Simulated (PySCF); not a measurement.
Cost of excited-state runs on `COc1ccc(C=S)n1C`, C₇H₉NOS

Atom-mapped SMILES (the numbers label the heavy atoms): `[CH3:1][O:2][c:3]1[cH:4][cH:5][c:6]([CH:7]=[S:8])[n:9]1[CH3:10]`. Each H is labelled by its parent atom.

PySCF with density fitting, on 1 thread of an Arm Neoverse V2, shared host. Command: `OMP_NUM_THREADS=1 python excited_run.py task.json out`

Task: How long does each of these runs take, and how much memory?
- first hyperpolarisability, CAM-B3LYP/aug-cc-pVDZ; usual settings
- excited states, CAM-B3LYP/aug-cc-pVDZ; Tamm-Dancoff; spin-orbit couplings; 6 states; 5 triplets; quadratic response for 4 states
- excited states, CAM-B3LYP/aug-cc-pVDZ; two-photon moments; 8 states; quadratic response for 6 states; 0 triplets

Result: 
```
                      run                  level  basis functions  wall time  peak memory (GiB)
first hyperpolarisability  CAM-B3LYP/aug-cc-pVDZ              315      110 s                1.4
           excited states  CAM-B3LYP/aug-cc-pVDZ              315      120 s                1.4
           excited states  CAM-B3LYP/aug-cc-pVDZ              315    2.5 min                1.4
```
Times from a shared host are rough.
